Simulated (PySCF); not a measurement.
Numbering as in the mapped SMILES `[CH3:1][Si:2]([CH3:3])([Cl:4])[Cl:5]`; H(Xn) means a hydrogen on atom n.

How the numbers were obtained: shielding tensors at PBE0/pcSseg-1 (GIAO), geometry from GFN2-xTB, in PySCF 2.14.0 with density-fitted response routines (no solvent model, relativity neglected, single conformer, one averaged value for each set of equivalent atoms).

Referencing at the same level of theory: $^{13}$C, $^{1}$H, $^{29}$Si against TMS; HCl for $^{35}$Cl.

```
      atoms    nucleus  count  Hirshfeld charge  δ (ppm)
      C1/C3   $^{13}$C      2             -0.22        ?
    Cl4/Cl5  $^{35}$Cl      2             -0.13       76
        Si2  $^{29}$Si      1              0.40        ?
H(C1)/H(C3)    $^{1}$H      6              0.05     0.59
```

Q: Estimate the values marked ?.

A: 
- C1/C3: 9.5 ppm, methyl carbon bonded to Si; an electropositive neighbour leaves it electron-rich and shielded
- Si2: 39.6 ppm, silicon bonded to 2 C, 2 Cl

Shifts are as computed. Against solution values, carbons near 30 ppm lie about +3 ppm off and those near 130 ppm about +5 ppm. Of 1211 compounds with measured shifts, 218 miss one by over three times the rms of a fit or turn the order of signals round; such compounds aren't used in these exercises.
